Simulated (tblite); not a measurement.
Q: Give a GFN2-xTB geometry of `CO[Si](C)(CF)OC`.

A: 
```xyz
19
C4H11FO2Si angstrom
C     -2.0455   -0.7728    1.1875
O     -0.7185   -0.3180    1.1202
Si     0.1076    0.2487   -0.1654
C      0.1653   -1.0363   -1.5728
C     -0.6161    1.9049   -0.8042
F     -1.9314    1.7175   -1.2022
O      1.5547    0.7175    0.3905
C      2.5193   -0.0611    1.0460
H     -2.7336   -0.0178    0.8059
H     -2.1672   -1.6868    0.6033
H     -2.2714   -0.9779    2.2339
H      0.9264   -0.7938   -2.3085
H      0.3873   -2.0294   -1.1881
H     -0.7839   -1.0957   -2.0980
H     -0.0927    2.3040   -1.6736
H     -0.6406    2.6757   -0.0315
H      2.0774   -0.5922    1.8894
H      3.2995    0.6105    1.4037
H      2.9536   -0.7878    0.3566
```

Orientation and origin are arbitrary. Atoms count from 1 in this order. Of the pairs four or more bonds apart, F6···H9 is among the closest relative to their van der Waals radii: 2.77 Å, 104 % of the sum of Bondi's values. Si3 (oxygen-bound silicon) is distorted tetrahedral (angles from 101.6° to 114.9°).

Bonds between heavy atoms (Å): C1–O2 1.404, O2–Si3 1.630, Si3–C4 1.907, Si3–C5 1.917, C5–F6 1.387, Si3–O7 1.620, O7–C8 1.402.

The geometry is computed with GFN2-xTB (gas phase).

Point group: C1 (no symmetry element, even within 0.4 Å). Its GFN2-xTB frequencies are all real (lowest 47 cm⁻¹). The numbers are those of one conformer (C1–O2–Si3–C4 -58°, O2–Si3–C5–F6 -61°, O2–Si3–O7–C8 59°). 2 starts were optimised and ended at 0.00 and 1.05 kcal/mol (GFN2-xTB); the lowest of these is shown.
